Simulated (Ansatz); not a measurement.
Dimethylphenylsulfonium chloride, `C[S+](C)c1ccccc1.[Cl-]`. Charge 0, multiplicity 1. Geometry r2SCAN-D4/def2-SVP.

| atom | x (Å) | y (Å) | z (Å) |
| --- | --- | --- | --- |
| C1 | 2.400 | 0.290 | 0.068 |
| S2 | 0.926 | 1.310 | 0.346 |
| C3 | 0.564 | 1.064 | 2.105 |
| C4 | -0.324 | 0.091 | -0.320 |
| C5 | -1.162 | 0.619 | -1.307 |
| C6 | -2.142 | -0.188 | -1.895 |
| C7 | -2.282 | -1.519 | -1.494 |
| C8 | -1.442 | -2.044 | -0.505 |
| C9 | -0.461 | -1.242 | 0.084 |
| H10 | 2.588 | 0.320 | -1.014 |
| H11 | 3.199 | 0.808 | 0.616 |
| H12 | 2.220 | -0.741 | 0.401 |
| H13 | 1.347 | 1.633 | 2.625 |
| H14 | -0.428 | 1.505 | 2.275 |
| H15 | 0.557 | -0.007 | 2.348 |
| H16 | -1.045 | 1.664 | -1.614 |
| H17 | -2.796 | 0.227 | -2.667 |
| H18 | -3.047 | -2.152 | -1.953 |
| H19 | -1.551 | -3.087 | -0.191 |
| H20 | 0.185 | -1.673 | 0.856 |
| Cl21 | 2.697 | 3.122 | 1.237 |

The restricted singlet is unstable towards broken spin symmetry in Hartree–Fock (as tested in another run); at HF/STO-3G, HF/6-31G this wasn't settled.

Estimate the orbital energies around the gap (eV) in Ansatz with HF/STO-3G, HF/6-31G, PBE-D4/def2-SVP, PBE0-D4/def2-SVP, CAM-B3LYP-D4/def2-TZVP.


| orbital | HF/STO-3G | HF/6-31G | PBE-D4/def2-SVP | PBE0-D4/def2-SVP | CAM-B3LYP-D4/def2-TZVP |
| --- | --- | --- | --- | --- | --- |
| HOMO−5 | -11.89 | -13.21 | -8.36 | -9.80 | -11.25 |
| HOMO−4 | -9.10 | -10.39 | -7.13 | -8.23 | -9.48 |
| HOMO−3 | -8.99 | -10.29 | -7.10 | -8.20 | -9.45 |
| HOMO−2 | -4.15 | -8.67 | -4.60 | -5.73 | -7.43 |
| HOMO−1 | -4.13 | -8.65 | -4.29 | -5.57 | -7.38 |
| HOMO | -3.85 | -8.35 | -4.24 | -5.50 | -7.25 |
| LUMO | 5.51 | 2.28 | -2.22 | -1.41 | -0.50 |
| LUMO+1 | 5.87 | 2.66 | -1.92 | -1.08 | -0.13 |
| LUMO+2 | 7.91 | 4.17 | -0.61 | 0.30 | 1.04 |
| LUMO+3 | 9.44 | 4.53 | -0.30 | 0.69 | 1.28 |
| LUMO+4 | 9.89 | 5.05 | 0.29 | 1.15 | 1.46 |
| LUMO+5 | 12.21 | 5.57 | 0.56 | 1.54 | 2.01 |
